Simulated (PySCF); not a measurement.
Cartesian coordinates (Å):
```xyz
18

Hf     0.3855     0.2146     0.5644
O      1.9100     0.8075    -0.4904
H      2.6668     1.1166    -1.0017
O     -0.5408    -1.2211    -0.3661
C     -1.1704    -2.2615    -1.0450
H     -0.8739    -2.2827    -2.1201
H     -2.2802    -2.1593    -1.0038
H     -0.9077    -3.2516    -0.6036
O     -0.8485     1.6938     0.8373
C     -1.7282     2.7594     1.0108
H     -1.5570     3.2713     1.9869
H     -2.7894     2.4167     0.9923
H     -1.6063     3.5214     0.2054
O      0.9882    -0.4361     2.2963
C      1.4144    -0.9131     3.5333
H      0.9951    -0.3049     4.3690
H      2.5261    -0.8817     3.6189
H      1.0940    -1.9695     3.6933
```
Charge 0, multiplicity 1.

### Question
Give the LUMO, total energy, HOMO–LUMO gap, charge on the central atom (Mulliken) and dipole moment at the level PBE-D3(BJ)/def2-TZVP // BP86-D3(BJ)/def2-SVP run with PySCF 2.14.0.

### Answer

- LUMO = -0.56 eV
- total energy = -469.2094 Ha
- HOMO–LUMO gap = 5.43 eV
- charge on the central atom (Mulliken) = 1.30 e
- dipole moment = 0.27 D
